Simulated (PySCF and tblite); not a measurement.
Results of a calculation; reference values are marked as such.
C5H10OS, numbered as in [CH3:1][C@@H:2]1[CH2:3][CH2:4][CH2:5][S@@:6]1=[O:7]. Level: PBE0-D3(BJ)/pcSseg-1//GFN2-xTB, thermal terms from GFN2-xTB, symmetry numbers and mirror pairs counted. Conformers within 2.5 kcal/mol (GFN2-xTB free energy) were kept, 3 at most. GIAO shieldings: PBE0/pcSseg-1. Shifts are against TMS (¹H), TMS (¹³C) at the same level; of two unlike H on one atom, a is the less shielded. Run with PySCF (density fitting) and tblite.

The 5-ring runs over atoms 2–3–4–5–6.

```csv
conformer,shape,point group,mirror pair,ΔE(DFT),Δ(G−E) at 220 K,δ H5a (ppm)
1,"5-ring between envelope and twist (ring torsions 51, -34, 8, 20, -44°)",C1,no,0.00,0.00,3.69
2,"5-ring envelope (ring torsions -49, 49, -29, 2, 26°)",C1,no,0.67,-0.06,1.97
```

Energies in kcal/mol; the thermal term leaves out symmetry numbers and mirror images.

(1) Work out the weights at 220 K and the ¹H shift of H5a under fast exchange.

Answers

(1) RT = 0.437 kcal/mol. Each conformer gets RT ln(σ/g), with σ the rotational symmetry number and g = 2 for a mirror pair: 1: σ = 1, g = 1, G = 0.00 + 0.00 + 0.00 = 0.00, 0.00 above the lowest, exp(−ΔG/RT) = 1.000; 2: σ = 1, g = 1, G = 0.67 − 0.06 + 0.00 = 0.61, 0.61 above the lowest, exp(−ΔG/RT) = 0.248. The sum is 1.248, so the weights are 80.1, 19.9 %. The averaged shift is 3.35 ppm. At 298.15 K it is 3.23 ppm. At 298.15 K the leading conformer alone gives 3.69 ppm and bare DFT energies give 3.27 ppm.


Conformer gaps in pcSseg-1 on xTB geometries can be 2 kcal/mol off for S=O, P=O and other polar bonds.